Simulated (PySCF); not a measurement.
Mg(tBu)(SMe), SMILES C[S][Mg][C](C)(C)C (C5H12MgS), GFN2-xTB optimised geometry.

```
19

Mg    -0.13    -1.76     0.00
C     -1.46    -0.11     0.00
C     -1.45     0.59    -1.35
C     -2.88    -0.57     0.32
C     -0.99     0.86     1.08
H     -2.10     1.47    -1.34
H     -1.79    -0.08    -2.15
H     -0.44     0.94    -1.61
H     -3.25    -1.25    -0.44
H     -2.92    -1.07     1.29
H     -3.56     0.29     0.35
H     -1.03     0.39     2.06
H      0.04     1.19     0.89
H     -1.62     1.76     1.10
S      2.26    -1.76     0.00
C      2.49    -0.31    -1.08
H      2.04    -0.49    -2.06
H      3.56    -0.17    -1.20
H      2.06     0.58    -0.62
```

Density from B3LYP/def2-SVP in PySCF 2.14.0 at that geometry.

Minimum of the electron density along straight lines between bonded atoms, close to the bond critical point (lines longer than 1.1 times the sum of covalent radii, or with two minima, are not listed):

```tsv
bond	length / Å	ρ at the minimum / e bohr⁻³	∇²ρ there / e bohr⁻⁵	position (fraction from the first atom)
Mg1–C2	2.122	0.052	[?]	0.41
C2–C3	1.525	0.244	-0.54	0.49
C2–C4	1.525	0.244	-0.55	0.49
C2–C5	1.524	0.244	-0.54	0.49
C3–H6	1.096	0.271	-0.97	0.62
C3–H7	1.093	0.274	-0.98	0.62
C3–H8	1.093	0.274	-0.98	0.62
C4–H9	1.091	0.275	-0.99	0.62
C4–H10	1.091	0.274	-0.98	0.62
C4–H11	1.096	0.272	-0.97	0.62
C5–H12	1.094	0.273	-0.98	0.62
C5–H13	1.094	0.274	-0.98	0.62
C5–H14	1.095	0.271	-0.97	0.62
Mg1–S15	2.385	[?]	[?]	0.39
S15–C16	1.822	0.175	-0.30	0.53
C16–H17	1.090	0.277	-1.03	0.63
C16–H18	1.087	0.279	-1.05	0.64
C16–H19	1.090	0.278	-1.03	0.63
```

**Question.** What belongs in the gaps?

**Answer.** 
- Mg1–C2, ∇²ρ there / e bohr⁻⁵: 0.23
- Mg1–S15, ρ at the minimum / e bohr⁻³: 0.039
- Mg1–S15, ∇²ρ there / e bohr⁻⁵: 0.15
